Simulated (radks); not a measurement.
Task: All-electron atom: Co26+ in 1s1. Method: non-relativistic Kohn-Sham, LB94 model potential, spin-polarised, spherical densities, point nucleus; open shells are filled with parallel spins first; computed with a radial shooting solver on a logarithmic mesh with Libxc functionals. Some entries of the table are withheld. Estimate them.

orbital,occ.,eigenvalue (eV),<r> (bohr)
1s up,1,(1),0.05564
2s up,0,(2),0.2231
2p up,0,-2448.756,0.1860

Result: 
(1) 1s up eigenvalue (eV): -9855.485
(2) 2s up eigenvalue (eV): -2451.693
